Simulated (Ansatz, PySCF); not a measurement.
Complex: H2S (SMILES S) (first 3 atoms) with CH6Si (SMILES C[SiH3]); geometry from B3LYP-D3(BJ)/def2-TZVP, rigid monomers moved along the line of their centres of mass till S1···Si5 is 3.56 Å.
(charge 0, multiplicity 1):
```xyz
11

S     -0.009    -0.535     0.305
H     -0.021    -1.572     1.157
H     -1.147    -0.035     0.813
C      1.106     0.982     3.449
Si    -0.413    -0.051     3.812
H      1.964     0.626     4.021
H      0.936     2.028     3.709
H      1.353     0.927     2.387
H     -0.185    -1.474     3.456
H     -1.581     0.429     3.032
H     -0.767     0.009     5.252
```

Counterpoise-corrected where a basis set is named; no monomer relaxation.

Rows in 6-31G* carry no dispersion term and start afresh at each structure (6-31G* with six Cartesian d functions).

Run with Ansatz (an electronic-structure program) with Gaussian orbitals; PySCF for 6-31G* rows, the dispersion terms. Values without a source in brackets are computed.

### Question
What interaction energy does PBE-D4/def2-TZVPPD give?

### Answer
-1.0 kcal/mol

### Question
Give the interaction energy at the level r2SCAN-D3(BJ)/def2-TZVPPD.

### Answer
-0.5 kcal/mol

### Question
Estimate the interaction energy that HF/6-31G* returns for this input.

### Answer
4.4 kcal/mol
